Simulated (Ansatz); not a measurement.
A structure relaxed at PBE-D4/def2-SVP in Ansatz, charge 0, doublet:

```xyz
48

Sn   -1.6901    2.2821    2.6876
Sn   -1.8209   -2.5155    2.6062
Sn   -2.3857    2.3803   -1.9750
Sn   -2.5198   -2.4108   -2.0655
Sn   -0.9108    6.0545    0.2644
Sn    2.5603    3.7446    2.1215
Sn    1.8551    3.8434   -2.6131
Sn    1.7018    0.3259   -0.2426
Sn    2.3997   -3.7568    1.9596
Sn    1.7008   -3.6488   -2.7307
Sn   -0.9125   -6.2700   -0.0040
Sn   -2.5686    3.7794    0.4660
Sn   -1.5075   -1.0328    0.2032
Sn    0.9616    1.4147    2.2669
Sn   -0.1979   -4.7889    2.2846
Sn    0.2684    1.5124   -2.3801
Sn   -0.8857   -4.6832   -2.3329
Sn    1.7525    5.2222   -0.1483
Sn    2.6842   -2.3195   -0.4481
H    -2.7521    0.9760    3.1097
H    -1.6263    3.3498    4.0648
H    -3.4870   -2.9104    2.9184
H    -1.2373   -1.5706    3.9413
H    -3.5353    1.0890   -2.1265
H    -2.7204    3.5023   -3.2672
H    -4.2065   -2.8044   -1.8943
H    -2.3494   -1.4055   -3.4712
H    -1.0434    7.0001    1.7161
H    -1.4526    7.0505   -1.0524
H     2.3936    4.7667    3.5197
H     4.2361    3.3072    1.9885
H     1.2934    4.9213   -3.8583
H     3.4938    3.4105   -2.9936
H     2.7624   -2.6843    3.2784
H     3.5841   -5.0282    1.9919
H     1.6720   -2.5161   -4.0488
H     2.8151   -4.9102   -3.1638
H    -2.4779   -6.9928    0.2128
H     0.2247   -7.5698   -0.2039
H    -4.2248    4.2596    0.7228
H    -2.4435    0.4544    0.3771
H     1.4746    0.3551    3.5518
H    -0.2579   -5.8260    3.6833
H     0.3784    0.5087   -3.8006
H    -1.3554   -5.6573   -3.6990
H     2.7544    6.6448   -0.2686
H     4.4008   -2.1074   -0.6998
H     3.2015    1.2539   -0.4482
```

Problem. Give its formula and point group.

Solution. Sn₁₉H₂₉. Point group Cs (tolerance 0.1 Å).

Problem. Summarise the bond lengths by kind (pairs closer than 1.2 times the sum of covalent radii, bridged metal pairs left out).

Solution. 23 × Sn–Sn 2.81 to 2.84 Å; 29 × H–Sn 1.74 to 1.78 Å.

In the def2 sets Sn takes a core potential; there is no spin–orbit coupling. Single mean-field runs in def2-SVP are fitted with def2-universal-jkfit. Another isomer (doublet) lies 0.24 eV lower at PBE0-D4/def2-SVP; other spin states weren't run for this one.
